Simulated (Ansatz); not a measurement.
System: C4H3O2 (charge 0, doublet). It need not be the lowest isomer of its formula. 
Structure (B3LYP-D3(BJ)/def2-TZVP (Ansatz, an electronic-structure program) minimum search):
```xyz
9

O      1.9695    -0.0920     0.4854
C      0.6990     0.0921     0.1077
C      0.0627     1.0819    -0.5458
C     -1.3122     0.7358    -0.6724
C     -1.4266    -0.4736    -0.0721
O     -0.1988    -0.8863     0.4144
H      2.0422    -0.9404     0.9405
H     -2.1010     1.2996    -1.1394
H     -2.2438    -1.1503     0.0964
```
Charge 0, spin multiplicity 2.

Property: atomisation energy (electronic, to ground-state atoms), in kJ/mol. Valence correlation only, unless marked. Open shells are spin-unrestricted. No spin-orbit coupling. Non-relativistic unless marked X2C. The coupled-cluster limit lacks core correlation, which all-electron functionals hold. CBS(X,Y): correlation extrapolated as X^-3; Hartree-Fock from the larger set.

| level | program | atomisation energy (kJ/mol) |
|---|---|---|
| B3LYP/def2-TZVPD | Ansatz | 4017.7 |
| PBE0-D3(BJ)/def2-TZVP | Ansatz + dftd3 | 4125.6 |
| PBE0-D4/def2-TZVPD | Ansatz + dftd4 | 4127.8 |
| B2PLYP-D3(BJ)/def2-TZVPD | Ansatz + dftd3 | 4022.8 |

Problem. Predict the CCSD(T)/CBS(cc-pVTZ,cc-pVQZ) result (Ansatz).

Solution. 4035.5 kJ/mol
